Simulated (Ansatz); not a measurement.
## BrF (bromine fluoride): the vertical ionisation energy from total energies

BrF has 2 atoms, charge 0, and is taken as a singlet. As SMILES, `FBr`. The shape is that of a PBE0-D4/def2-TZVP optimisation.

| atom | x (Å) | y (Å) | z (Å) |
| --- | --- | --- | --- |
| F | 0.0000 | 0.0000 | 0.0232 |
| Br | 0.0000 | 0.0000 | 1.7767 |

Both states at this one shape; open shells run unrestricted unless said. 1 Eh = 27.2114 eV.

| level | program | singlet BrF (Eh) | doublet BrF+ (Eh) |
| --- | --- | --- | --- |
| PBE/STO-3G | Ansatz | -2643.786848 | -2643.475006 |
| RPA@PBE/cc-pVTZ, 10 core orbitals frozen | Ansatz | -2672.566729 | -2672.136619 |

Work out the vertical ionisation energy at each level.


1. PBE/STO-3G: -2643.475006 − (-2643.786848) = 0.311842 Eh = 8.49 eV.
2. RPA@PBE/cc-pVTZ: -2672.136619 − (-2672.566729) = 0.430110 Eh = 11.70 eV.

No measured value is set beside it here; the levels span 8.49 to 11.70 eV. Spin-orbit coupling, which splits open shells on such heavy atoms by tenths of an eV, is left out. Minimal sets are far from the basis-set limit. All-electron rows are non-relativistic unless named.
